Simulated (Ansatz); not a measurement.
Molecule: C$_{4}$H$_{3}$N$_{2}$, charge 0, multiplicity 2. It need not be the lowest isomer of its formula. 
Structure (B3LYP-D3(BJ)/def2-TZVP (Ansatz, a first-principles code) minimum search):
```xyz
9

C     -0.2980    -1.3174    -0.1740
C     -1.3334    -0.4010    -0.0894
C     -0.9069     0.9110     0.0876
N      0.3835     1.2511     0.1682
C      1.2687     0.2750     0.0717
N      0.9454    -1.0208    -0.1003
H     -2.3789    -0.6637    -0.1531
H     -1.6269     1.7194     0.1679
H      2.3204     0.5262     0.1341
```
Charge 0, spin multiplicity 2.

Parts of the frozen-core correlation energy in cc-pVDZ (Ansatz, hartree). Frozen orbitals: 6; correlated occupied orbitals by spin: 15 and 14; virtual: 78 and 79. UHF or UKS for open shells. Spin-orbit coupling is left out. Non-relativistic.

| term | value |
|---|---|
| reference (HF) | -262.07473 |
| MP2 opposite-spin | -0.55019 |
| MP2 same-spin | -0.21126 |
| CCSD correlation | -0.82055 |
| (T) | -0.03837 |
| T1 diagnostic | 0.047 |
| largest doubles amplitude | 0.080 |
| <S^2> of the reference | 1.225 |
